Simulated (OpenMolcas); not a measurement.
**GeSiH4O2 (SMILES [OH][Ge][O][SiH3]): the vertical energy of the triplet above the singlet from total energies**

The species is GeSiH4O2 (8 atoms), meant as a singlet with charge 0. As SMILES, `[OH][Ge][O][SiH3]`. The coordinates come from a PBE0-D4/def2-TZVP relaxation. This is one conformer, not always the lowest.

Both states at this one shape; open shells run unrestricted unless said. 1 Eh = 27.2114 eV.

| level | program | singlet GeSiH4O2 (Eh) | triplet GeSiH4O2 (Eh) |
| --- | --- | --- | --- |
| HF/def2-SVP | OpenMolcas | -2515.965316 | -2515.861936 |
| M06-L/def2-SVP | OpenMolcas | -2518.883194 | -2518.743959 |

Problem. Work out the vertical gap, second state less first, at each level.

Solution. 
1. HF/def2-SVP: -2515.861936 − (-2515.965316) = 0.103380 Eh = 2.81 eV.
2. M06-L/def2-SVP: -2518.743959 − (-2518.883194) = 0.139235 Eh = 3.79 eV.

No measured value is set beside it here; the levels span 2.81 to 3.79 eV. Hartree–Fock favours the state with fewer electron pairs, since it lacks pair correlation. All-electron rows are non-relativistic unless named.
